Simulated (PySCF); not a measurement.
C5H5, doublet, geometry from GFN2-xTB; DF-B97-1/def2-SVP (PySCF).

Here is a job for PySCF.
```python
from pyscf import gto, scf, dft

mol = gto.Mole()
mol.atom = '''
    C     0.632715    1.003775   -0.408232
    C    -0.647939    1.060405   -0.077855
    C    -1.052544   -0.329061    0.360724
    C     0.218264   -1.110011    0.204992
    C     1.195662   -0.310018   -0.247388
    H    -1.323395    1.892367   -0.094075
    H    -1.406437   -0.329209    1.393414
    H    -1.852589   -0.723830   -0.268381
    H     0.290057   -2.158031    0.434588
    H     2.215419   -0.571840   -0.458994
'''
mol.basis = 'def2-svp'
mol.charge = 0
mol.spin = 1
mol.verbose = 5
mol.build()

mf = dft.UKS(mol)
mf.xc = 'b97-1'
mf = mf.density_fit(auxbasis='def2-universal-jkfit')
mf.kernel()
mf.analyze()
```

Output, abridged:

```
PySCF version 2.14.0

[INPUT] verbose = 5
[INPUT] max_memory = 4000
[INPUT] num. atoms = 10
[INPUT] num. electrons = 35
[INPUT] charge = 0
[INPUT] spin (= nelec alpha-beta = 2S) = 1
[INPUT] symmetry False subgroup None
[INPUT] Mole.unit = angstrom
[INPUT] Symbol           X                Y                Z      unit          X                Y                Z       unit  Magmom
[...]
[INPUT] ---------------- BASIS SET ----------------
[INPUT] l, kappa, [nprim/nctr], expnt,             c_1 c_2 ...
[INPUT] C
[...]
                                186.29004992      0.040638409211
                                42.251176346      0.18025593888
                                11.676557932      0.46315121755
                                3.5930506482      0.44087173314
[...]
                                2.0103545142      0.21117025112
                                0.54771004707     0.51328172114
[...]
[INPUT] H
[...]
                                1.9622572         0.13796524
                                0.44453796        0.47831935
[...]
nuclear repulsion = 149.336259008002
number of shells = 45
number of NR pGTOs = 155
number of NR cGTOs = 95
basis = def2-svp
ecp = {}

******** <class 'pyscf.df.df_jk.DFUKS'> ********
method = DFUKS
initial guess = minao
damping factor = 0
level_shift factor = 0
DIIS = <class 'pyscf.scf.diis.CDIIS'>
diis_start_cycle = 1
diis_space = 8
diis_damp = 0
SCF conv_tol = 1e-09
SCF conv_tol_grad = None
SCF max_cycles = 50
direct_scf = False
number electrons alpha = 18  beta = 17
XC library pyscf.dft.libxc version 7.1.2
    S. Lehtola, C. Steigemann, M. J. T. Oliveira, and M. A. L. Marques,  SoftwareX 7, 1–5 (2018)
XC functionals = b97-1
    F. A. Hamprecht, A. J. Cohen, D. J. Tozer, and N. C. Handy,  J. Chem. Phys. 109, 6264 (1998)
radial grids:
    Treutler-Ahlrichs [JCP 102, 346 (1995); DOI:10.1063/1.469408] (M4) radial grids

becke partition: Becke, JCP 88, 2547 (1988); DOI:10.1063/1.454033
pruning grids: <function nwchem_prune>
grids dens level: 3
symmetrized grids: False
atomic radii adjust function: <function treutler_atomic_radii_adjust>
small_rho_cutoff = 0
Set gradient conv threshold to 3.16228e-05
atom C rad-grids = 75, ang-grids = [ 50  50  50  50  50  50  50  50  50  50  50  50  50  50  50  50  50  50
  50  50  50  50  86  86  86  86  86  86  86  86  86  86 266 266 266 266
 266 266 302 302 302 302 302 302 302 302 302 302 302 302 302 302 302 302
 302 302 302 302 266 266 266 266 266 266 266 266 266 266 266 266 266 266
 266 266 266]
atom H rad-grids = 50, ang-grids = [ 50  50  50  50  50  50  50  50  50  50  50  50  50  50  50  86  86  86
  86 266 266 266 266 266 302 302 302 302 302 302 302 302 302 302 302 302
 302 266 266 266 266 266 266 266 266 266 266 266 266 266]
tot_boxes 2700, boxes in each direction [13 13 10]
Padding 2 grids
tot grids = 119632
nelec by numeric integration = [17.49285774 17.49285774]
******** <class 'pyscf.df.df.DF'> ********
auxbasis = def2-universal-jkfit
num shells = 155, num cGTOs = 465
size of aux basis 465
int3c2e [1/1], AO [0:45], nrow = 4560
E1 = -552.0996625544285  E2 = 208.83652263934752  Ecoul = 237.7555569728947  Exc = -28.919034333547195
init E= -193.926880907079
cond(S) = 6695.51567035756

  alpha mo_energy =
[-10.28698602 -10.28371488 -10.2829895  -10.28180517 -10.26749485
  -1.05722859  -0.84082829  -0.81350718  -0.62893934  -0.59610805
  -0.53565805  -0.4924838   -0.44251531  -0.42870463  -0.40905083
  -0.35286402  -0.26901336  -0.22556671  -0.09855922   0.01081057
   0.04947104   0.07891184   0.09356928   0.10405436   0.10451945
   0.12647371   0.16342072   0.26387826   0.29362184   0.34327533
   0.384114     0.38819703   0.41164809   0.42965085   0.43535862
   0.46729258   0.48675535   0.49561365   0.5280354    0.5311153
   0.57417293   0.57866163   0.58848485   0.61603721   0.62585775
   0.63554276   0.63648271   0.66302843   0.6848489    0.72034673
   0.73085874   0.80008276   0.90586568   1.01136435   1.09177563
   1.11975268   1.16039597   1.21163613   1.33776204   1.46559492
   1.49015852   1.53620412   1.57324406   1.61959423   1.65269322
   1.68731006   1.72230623   1.75099218   1.75877241   1.7809517
   1.80741266   1.87572339   1.91585483   1.93473014   1.95322021
   2.01272918   2.08923511   2.12760821   2.15226005   2.19496139
   2.20038763   2.32703123   2.34447107   2.40223964   2.44271468
   2.5212168    2.54806004   2.63755894   2.69012006   2.75703895
   2.77551171   2.89821984   2.97147428   3.09330168   3.29043137]
  beta  mo_energy =
[-10.28698602 -10.28371488 -10.2829895  -10.28180517 -10.26749485
  -1.05722859  -0.84082829  -0.81350718  -0.62893934  -0.59610805
  -0.53565805  -0.4924838   -0.44251531  -0.42870463  -0.40905083
  -0.35286402  -0.26901336  -0.22556671  -0.09855922   0.01081057
   0.04947104   0.07891184   0.09356928   0.10405436   0.10451945
   0.12647371   0.16342072   0.26387826   0.29362184   0.34327533
   0.384114     0.38819703   0.41164809   0.42965085   0.43535862
   0.46729258   0.48675535   0.49561365   0.5280354    0.5311153
   0.57417293   0.57866163   0.58848485   0.61603721   0.62585775
   0.63554276   0.63648271   0.66302843   0.6848489    0.72034673
   0.73085874   0.80008276   0.90586568   1.01136435   1.09177563
   1.11975268   1.16039597   1.21163613   1.33776204   1.46559492
   1.49015852   1.53620412   1.57324406   1.61959423   1.65269322
   1.68731006   1.72230623   1.75099218   1.75877241   1.7809517
   1.80741266   1.87572339   1.91585483   1.93473014   1.95322021
   2.01272918   2.08923511   2.12760821   2.15226005   2.19496139
   2.20038763   2.32703123   2.34447107   2.40223964   2.44271468
   2.5212168    2.54806004   2.63755894   2.69012006   2.75703895
   2.77551171   2.89821984   2.97147428   3.09330168   3.29043137]
multiplicity <S^2> = 0.75  2S+1 = 2
nelec by numeric integration = [18.00000869 17.00000818]
E1 = -556.1132261186286  E2 = 213.59796881577705  Ecoul = 242.61428745064552  Exc = -29.016318634868462
[...]
converged SCF energy = -193.208311056278  <S^2> = 0.7605448  2S+1 = 2.0105171
Total Energy =                        -193.208311056278063
[...]
6 H 2px         -0.01216   0.14404   0.00376   0.06379  -0.02472
6 H 2py          0.01727   0.00494  -0.06032   0.03827   0.00392
6 H 2pz          0.19667  -0.41005  -0.00304   0.05237  -0.02193
7 H 1s          -0.01219  -0.04550   0.00079  -0.00325   0.00108
7 H 2s           0.02448   0.06472   0.00016   0.00667  -0.00349
7 H 2px         -0.10613  -0.32021   0.01154   0.02640  -0.01157
7 H 2py         -0.06585  -0.16075  -0.05343   0.00519   0.01555
7 H 2pz         -0.15337  -0.24608   0.02594  -0.08690   0.02705
8 H 1s           0.01514  -0.00000   0.00325   0.01757  -0.02955
8 H 2s          -0.01110  -0.00000   0.00833  -0.03614   0.06590
8 H 2px          0.15183  -0.01729   0.09731   0.03951   0.08017
8 H 2py          0.09272  -0.01530   0.00258   0.17955  -0.28298
8 H 2pz         -0.06278  -0.06442  -0.02674  -0.05324   0.04567
9 H 1s           0.00417   0.00000  -0.01095  -0.00368   0.03316
9 H 2s          -0.02396  -0.00000   0.01392   0.00419  -0.07728
9 H 2px         -0.08762   0.00580   0.12238   0.01158  -0.30832
9 H 2py          0.06233   0.00513   0.13057  -0.02531   0.11875
9 H 2pz          0.00872   0.02161  -0.06386   0.00290   0.05458

To work with the spin densities directly, `use mulliken_meta_spin()` only printing them here.

 ** Mulliken spin pop alpha/beta on meta-lowdin orthogonal AOs **
 ** Mulliken Spin Density (per AO)  **
spin_pop of  0 C 1s       -0.00001
spin_pop of  0 C 2s        0.16409
spin_pop of  0 C 3s        0.00479
spin_pop of  0 C 2px       0.22154
spin_pop of  0 C 2py       0.44776
spin_pop of  0 C 2pz       0.15031
spin_pop of  0 C 3px       0.00077
spin_pop of  0 C 3py       0.00145
spin_pop of  0 C 3pz       0.00032
spin_pop of  0 C 3dxy     -0.00027
spin_pop of  0 C 3dyz     -0.00007
spin_pop of  0 C 3dz^2     0.00010
spin_pop of  0 C 3dxz     -0.00013
spin_pop of  0 C 3dx2-y2   -0.00030
spin_pop of  1 C 1s        0.00000
spin_pop of  1 C 2s       -0.00903
spin_pop of  1 C 3s        0.00073
spin_pop of  1 C 2px      -0.01146
spin_pop of  1 C 2py      -0.01226
spin_pop of  1 C 2pz      -0.07610
spin_pop of  1 C 3px       0.00073
spin_pop of  1 C 3py       0.00031
spin_pop of  1 C 3pz      -0.00047
spin_pop of  1 C 3dxy      0.00030
spin_pop of  1 C 3dyz      0.00004
spin_pop of  1 C 3dz^2     0.00010
spin_pop of  1 C 3dxz      0.00002
spin_pop of  1 C 3dx2-y2    0.00003
spin_pop of  2 C 1s       -0.00000
spin_pop of  2 C 2s        0.01447
spin_pop of  2 C 3s        0.00014
spin_pop of  2 C 2px       0.01057
spin_pop of  2 C 2py       0.03520
spin_pop of  2 C 2pz       0.00710
spin_pop of  2 C 3px       0.00009
spin_pop of  2 C 3py       0.00014
spin_pop of  2 C 3pz       0.00002
spin_pop of  2 C 3dxy      0.00002
spin_pop of  2 C 3dyz     -0.00005
spin_pop of  2 C 3dz^2    -0.00002
spin_pop of  2 C 3dxz      0.00001
spin_pop of  2 C 3dx2-y2    0.00006
spin_pop of  3 C 1s       -0.00000
spin_pop of  3 C 2s        0.01077
spin_pop of  3 C 3s        0.00009
spin_pop of  3 C 2px       0.00627
spin_pop of  3 C 2py       0.00875
spin_pop of  3 C 2pz       0.02219
spin_pop of  3 C 3px       0.00004
spin_pop of  3 C 3py       0.00008
spin_pop of  3 C 3pz       0.00013
spin_pop of  3 C 3dxy      0.00002
spin_pop of  3 C 3dyz      0.00000
spin_pop of  3 C 3dz^2    -0.00001
spin_pop of  3 C 3dxz      0.00001
spin_pop of  3 C 3dx2-y2    0.00006
spin_pop of  4 C 1s       -0.00000
spin_pop of  4 C 2s       -0.00118
spin_pop of  4 C 3s        0.00041
spin_pop of  4 C 2px      -0.00240
spin_pop of  4 C 2py      -0.00048
spin_pop of  4 C 2pz      -0.01371
spin_pop of  4 C 3px       0.00014
spin_pop of  4 C 3py       0.00101
spin_pop of  4 C 3pz       0.00009
spin_pop of  4 C 3dxy      0.00027
spin_pop of  4 C 3dyz      0.00005
spin_pop of  4 C 3dz^2     0.00006
spin_pop of  4 C 3dxz      0.00001
spin_pop of  4 C 3dx2-y2   -0.00002
spin_pop of  5 H 1s        0.01338
spin_pop of  5 H 2s        0.00013
spin_pop of  5 H 2px       0.00002
spin_pop of  5 H 2py       0.00003
spin_pop of  5 H 2pz      -0.00005
spin_pop of  6 H 1s       -0.00204
spin_pop of  6 H 2s        0.00002
spin_pop of  6 H 2px       0.00000
spin_pop of  6 H 2py       0.00002
spin_pop of  6 H 2pz      -0.00000
spin_pop of  7 H 1s       -0.00204
spin_pop of  7 H 2s        0.00002
spin_pop of  7 H 2px      -0.00001
spin_pop of  7 H 2py       0.00001
spin_pop of  7 H 2pz       0.00002
spin_pop of  8 H 1s        0.00365
spin_pop of  8 H 2s        0.00008
spin_pop of  8 H 2px       0.00002
spin_pop of  8 H 2py      -0.00001
spin_pop of  8 H 2pz       0.00001
spin_pop of  9 H 1s        0.00286
spin_pop of  9 H 2s        0.00016
spin_pop of  9 H 2px       0.00002
spin_pop of  9 H 2py       0.00001
spin_pop of  9 H 2pz      -0.00000
 ** Mulliken Spin Density (per atom)  **
spin density of  0 C =      0.99035
spin density of  1 C =     -0.10705
spin density of  2 C =      0.06775
spin density of  3 C =      0.04840
spin density of  4 C =     -0.01574
spin density of  5 H =      0.01350
spin density of  6 H =     -0.00201
spin density of  7 H =     -0.00201
spin density of  8 H =      0.00375
spin density of  9 H =      0.00304
 ** Mulliken pop alpha/beta on meta-lowdin orthogonal AOs **
 ** Mulliken pop       alpha | beta **
In total            18.00000 | 17.00000
 ** Mulliken atomic charges   ( Nelec_alpha | Nelec_beta ) **
charge of  0C =     -0.03300  (     3.51168      2.52132 )
charge of  1C =     -0.14968  (     3.02131      3.12836 )
charge of  2C =     -0.17261  (     3.12018      3.05243 )
charge of  3C =     -0.10785  (     3.07813      3.02973 )
charge of  4C =     -0.12277  (     3.05352      3.06925 )
charge of  5H =      0.11497  (     0.44927      0.43576 )
charge of  6H =      0.12457  (     0.43671      0.43872 )
charge of  7H =      0.12457  (     0.43671      0.43872 )
charge of  8H =      0.10703  (     0.44836      0.44461 )
charge of  9H =      0.11476  (     0.44414      0.44110 )
Dipole moment(X, Y, Z, Debye): -0.89228, -0.97437,  0.47094
```
